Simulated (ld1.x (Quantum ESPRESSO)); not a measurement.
bromine (Br): one change to a TM potential, before and after

Br (Z = 35), norm-conserving Troullier–Martins (Kleinman–Bylander form), made with ld1.x (Quantum ESPRESSO) 7.5 (PBE, scalar-relativistic). Core [Ar] 3d10, reference 4s2 4p3 (charge +2). Waves: 4p (bound): rc 1.35 bohr; 4d channel at -0.05 Ry: rc 1.20 bohr; 4s (bound): rc 1.35 bohr. Local part: the s channel. Core correction: a·sin(br)/r model core, default radius (core density twice the valence density).

Change: local potential all-electron potential smoothed inside 1.25 bohr (lloc = -1).

Cutoffs: the cutoffs (Ry, on a coarse ladder) from which the occupation-weighted sum of valence levels, in a spherical-Bessel basis at the reference potential, stays within 10 and 1 mRy of its value at 400 Ry; they do not see the model core or the augmentation charge, which bear on the density cutoff. Errors are all-electron minus pseudo energies relative to the spin-unpolarised reference configuration.

Q: How do hardness, ghosts and transferability respond?

A: The potential gets neither clearly harder nor softer (55 Ry and 110 Ry → 55 Ry and 110 Ry); the bound ghosts move from d, p to d; of the 7 tests that both files solve, the error grows in 5 and shrinks in 2 by more than 15 % and 0.3 meV (median size 7.4 → 18.3 meV); the range in which the s phases agree narrows (upper end at the end of the scan → -2.2); the range in which the p phases agree narrows (upper end at the end of the scan → 0.6). In the separable form a ghost depends on how the local part lies against the semilocal potential of the channel, so the choice of the local part can create or remove one.

```csv
quantity,base,changed
"cutoff, loose",55 Ry,55 Ry
"cutoff, tight",110 Ry,110 Ry
loose cutoff by channel (10 mRy a level),"p 40 Ry, s 40 Ry","s 25 Ry, p 21 Ry"
bound ghosts,"p, d",d
"error for 4s2 4p5, meV [ΔE -35.31 eV]",-13,+32
"error for 4s2 4p4, meV [ΔE -22.76 eV]",-2.7,+12
"error for 4s2 4p2, meV [ΔE 33.98 eV]",-15,+6.7
"error for 4s2 4p1, meV [ΔE 80.01 eV]",-54,+45
"error for 4s1 4p5, meV [ΔE -9.76 eV]",+0.4,+4.2
"error for 4s2 4p4.5, meV [ΔE -30.24 eV]",-7.4,+22
"error for 4s1 4p6, meV [ΔE -22.94 eV]",-5.4,+18
s: phases at 1.49 bohr within 0.05 rad from the reference energy up to (Ry; the scan ends near 5),to the end of the scan,-2.2
p: phases at 1.49 bohr within 0.05 rad from the reference energy up to (Ry; the scan ends near 5),to the end of the scan,0.6
d: phases at 1.49 bohr within 0.05 rad from the reference energy up to (Ry; the scan ends near 5),1.3,1.1
```

 A true bound ghost makes a file unfit for plane-wave use even where its test errors are small: the radial tests pick states by their node count and pass the ghost by.
